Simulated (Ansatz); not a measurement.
Calculated with Ansatz (gas phase, PBE0-D4/def2-TZVP geometries, no zero-point term in ΔE). CBS: MP2 limit from def2 TZ/QZ plus the TZ coupled-cluster correction, frozen cores. This one scheme is used for every species. DFT in def2-TZVPP. Elements past krypton have def2 core potentials. For Sn outer-core shells are correlated without core-valence functions, which leaves a few kJ/mol of doubt a bond.

Consider the cleavage of the Al–Sn bond: `[CH3][SnH2][AlH2]` + CH₃OH → `C[O][AlH2]` + `[CH3][SnH3]`.

`[CH3][SnH2][AlH2]`:

```xyz
10

C     1.596    0.347    0.797
Sn   -0.485   -0.181    0.660
Al   -1.451   -0.217   -1.820
H     1.913    0.324    1.840
H     2.199   -0.360    0.226
H     1.755    1.349    0.398
H    -0.672   -1.718    1.406
H    -1.360    0.917    1.650
H    -0.500    0.029   -3.071
H    -2.995   -0.489   -2.086
```

CH₃OH:

Z-matrix (Å, degrees):
```
C
O 1 1.409
H 1 1.097 2 112.4
H 1 1.090 2 107.0 3 -118.5
H 1 1.097 2 112.4 3 123.0
H 2 0.959 1 108.5 3 -61.6
```

`C[O][AlH2]`:

Cartesian coordinates in Å:
```
C 0.528 -1.112 0.276
O -0.475 -0.148 0.405
Al -0.739 1.370 -0.281
H 0.989 -1.307 1.250
H 1.321 -0.806 -0.419
H 0.102 -2.053 -0.087
H 0.322 1.933 -1.317
H -2.047 2.123 0.173
```

`[CH3][SnH3]`:

Z-matrix (Å, degrees):
```
C
Sn 1 2.140
H 1 1.090 2 110.0
H 1 1.090 2 110.0 3 -120.0
H 1 1.090 2 110.0 3 120.0
H 2 1.709 1 110.1 3 -59.7
H 2 1.709 1 110.1 3 -179.7
H 2 1.709 1 110.1 3 60.3
```

CCSD(T)/CBS gives -22.9 kcal/mol.

**Question.** Another level gave -21.2 kcal/mol. Which?
A. revPBE-D4/def2-TZVPP
B. BLYP-D4/def2-TZVPP
C. LDA (SPW92)/def2-TZVPP
D. revPBE/def2-TZVPP

**Answer.** A. revPBE-D4 -21.2, BLYP-D4 -25.0, LDA (SPW92) -22.5, revPBE -20.2 kcal/mol.

Largest T1 diagnostic among the species: 0.012.

From BLYP to BHLYP (50 % exact exchange), in def2-TZVPP and without D4, ΔE moves by −1.1 kcal/mol. Leaving LDA and LC-ωPBE aside and taking each functional with its dispersion term where it has one, the values, not all of them listed here, spread over 6.6 kcal/mol, from B97M-V to PBE-D4. LDA lies −1.7 kcal/mol from PBE without D4.
